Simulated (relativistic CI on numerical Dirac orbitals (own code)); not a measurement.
Calculated at this level of theory: Dirac-Coulomb-Breit CI, orbitals from a KLI potential per configuration, a model potential for QED, valence Slater integrals scaled by 0.9, configuration energies shifted to the measured levels that pair with them (semi-empirical) (own radial code, finite nucleus).

CI space (outside the closed core [Kr]): 4d10 5s2 5p, 4d10 5s 5p2, 4d10 5s2 4f, 4d10 5s2 5d, 4d10 5s 5p 4f, 4d10 5p3, 4d10 5s2 6s, 4d10 5s 5p 5d, 4d10 5s2 6p, 4d10 5s 5p 6s, 4d10 5s2 5f, 4d10 5p 4f2, 4d10 5s2 5g, 4d10 5p 5d2, 4d10 5s 5p 5f, 4d10 5p2 4f, 4d10 5s 4f2, 4d10 5s 5p 5g, 4d10 5p2 5d, 4d10 5s 4f 5d, 4d10 5s2 6d, 4d10 5s 5d2, 4d10 5s2 7s, 4d10 5s 5p 6p, 4d10 5s2 7p, 4d10 5p 4f 5d, 4d9 5s2 5p 4f, 4d10 5s2 6f, 4d10 5p 5f2, 4d10 5s2 7d. Levels of other configurations are missing.

Configurations whose levels could be paired with our table of measured levels were shifted onto them, all but the ground configuration, by the median error of their levels; single terms can still be off by 1,000 to 2,000 cm⁻¹ or more, and rates follow the energies as ν³ (E1, M1) or ν⁵ (E2). The others borrow a shift and can be off by several thousand cm⁻¹ or more. Levels and lines within the n = 5 or 6 shells can be off by up to 10 % or somewhat more, and those that change n by about 2 %, since core polarisation is missing. 40 of the 66 excited levels that our extract of the measured tables holds in this range could be paired (the sources list more); they are missed by 1845 cm⁻¹ on average and 8268 at most, after the shifts were fitted to these levels, and levels without a partner can miss by more. The lowest levels of unpaired configurations miss by -5601 (4d10 5s 5p2). Levels that differ in their count of f electrons can be misplaced by several ten thousand cm⁻¹, since the correlation energy of f electrons is missing or only estimated; rates across such gaps can be off by orders of magnitude.

Outline of the computed level scheme of Cs VII. Lowest level of each configuration: 4d10 5s2 5p 2P°_1/2 at 0.0000 eV; 4d10 5s 5p2 4P_1/2 at 12.2279 eV; 4d10 5s2 4f 2F°_5/2 at 20.6612 eV; 4d10 5s2 5d 2D_3/2 at 25.5411 eV; 4d10 5p3 2D°_3/2 at 32.4889 eV; 4d10 5s 5p 4f 4G_5/2 at 32.5864 eV; 4d10 5s2 6s 2S_1/2 at 33.8910 eV; 4d10 5s 5p 5d 4F°_3/2 at 36.1232 eV.

Some strong electric-dipole decays among the lowest 45 levels: 4d10 5s2 5d 2D_5/2 → 4d10 5s2 5p 2P°_3/2 (1.9e+10 s⁻¹); 4d10 5s2 5d 2D_3/2 → 4d10 5s2 5p 2P°_1/2 (1.8e+10 s⁻¹); 4d10 5s2 6s 2S_1/2 → 4d10 5s2 5p 2P°_3/2 (1.7e+10 s⁻¹); 4d10 5s2 6s 2S_1/2 → 4d10 5s2 5p 2P°_1/2 (8.1e+09 s⁻¹); 4d10 5s2 5d 2D_3/2 → 4d10 5s2 5p 2P°_3/2 (4.2e+09 s⁻¹); 4d10 5s 5p 4f 2D_3/2 → 4d10 5s2 5p 2P°_1/2 (6.2e+08 s⁻¹); 4d10 5s 5p 4f 2D_5/2 → 4d10 5s2 5p 2P°_3/2 (4.5e+08 s⁻¹); 4d10 5s 5p 4f 2D_3/2 → 4d10 5s2 5p 2P°_3/2 (1.4e+08 s⁻¹).

LS names give the leading component of a level, which can be under half, so a name can repeat, a term be missing and a line seem to break the LS rules.
